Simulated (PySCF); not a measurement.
CH3B2Br2F.
Numbering: `[F:1][B:2]([Br:3])[CH2:4][BH:5][Br:6]` (hydrogens: H7, H8 on C4; H9 on B5)

Theory: PBE0-D3(BJ)/def2-SVP geometry optimisation, gas phase in PySCF 2.14.0.

(1) Give the optimised bond lengths and angles.

## Answers

(1) 
| bond | length (pm) | order |
| --- | --- | --- |
| F1–B2 | 131.8 | single |
| B2–Br3 | 191.5 | single |
| B2–C4 | 156.2 | single |
| C4–B5 | 155.8 | single |
| B5–Br6 | 190.4 | single |
| C4–H7, C4–H8 | 110.1 | single |
| B5–H9 | 120.5 | single |

Bonds in one row agree within 1 pm and their mean is given. Orders are formal, as drawn. A selection of angles:
| angle | degrees |
| --- | --- |
| F1–B2–Br3 | 117.1 |
| F1–B2–C4 | 120.4 |
| Br3–B2–C4 | 122.5 |
| B2–C4–B5 | 106.4 |
| B2–C4–H7 | 106.3 |
| B2–C4–H8 | 111.2 |
| B5–C4–H7 | 108.0 |
| B5–C4–H8 | 112.6 |
| H7–C4–H8 | 111.9 |
| C4–B5–Br6 | 121.1 |
| C4–B5–H9 | 122.6 |
| Br6–B5–H9 | 116.3 |

Dihedral angles: F1–B2–C4–B5 -82° (synclinal); B2–C4–B5–Br6 -102° (anticlinal). The mirror-image conformer, all signs reversed, is as good.

B5 (three-coordinate boron) is planar (angles 122.6°, 121.1° and 116.3°, sum 360.0°, 0.02 Å off the plane of its three neighbours). B2 (three-coordinate boron) is planar (angles 122.5°, 120.4° and 117.1°, sum 360.0°, 0.02 Å off the plane of its three neighbours).

Point group: C1 (no symmetry element, even within 0.4 Å). No frequency check. One conformer, not necessarily the lowest.
